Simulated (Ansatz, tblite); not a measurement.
Forces on Mg₃O₄⁻ at its PBE0-D4/def2-SVPD geometry. Charge -1, multiplicity 2.

The xTB rows come from tblite. The structure holds one bond between oxygen atoms, so isomers without such links may lie far lower. At PBE-D4/def2-TZVPD the highest occupied level of the charge -1 doublet lies above zero (up to 0.58 eV). The electron is either unbound and held by the finite basis, or the level is raised by self-interaction error. Another isomer (doublet) lies 0.08 eV lower at PBE0-D4/def2-TZVPD; other spin states weren't run for this one.

GFN1-xTB (tblite), largest force 0.54 eV/Å:

```xyz
7
positions Å, forces eV/Å
Mg   -1.395    0.881   -0.288    0.171   -0.085    0.046
Mg    0.475   -1.285   -0.308   -0.082    0.302    0.087
Mg    1.458    1.010    1.095   -0.162   -0.135   -0.131
O    -0.151    1.843    0.688   -0.051    0.029   -0.013
O    -1.478   -1.128   -0.246    0.347    0.175   -0.372
O     1.961   -0.731    0.613   -0.163   -0.102   -0.118
O    -0.870   -0.590   -1.554   -0.059   -0.184    0.502
```

GFN2-xTB (tblite), largest force 1.13 eV/Å:

```
Mg 0.812 -0.441 0.198
Mg -0.062 0.365 0.122
Mg -0.654 -0.540 -0.527
O 0.130 -0.986 -0.346
O 0.694 0.775 -0.442
O -0.886 0.697 -0.126
O -0.033 0.131 1.122
```

PBE-D4/def2-TZVPD (Ansatz), largest force 0.95 eV/Å:

```
Mg -0.045 -0.018 -0.027
Mg 0.001 -0.098 -0.040
Mg 0.047 0.014 0.028
O -0.048 0.207 0.062
O -0.459 -0.352 0.750
O 0.217 -0.058 0.077
O 0.287 0.305 -0.850
```
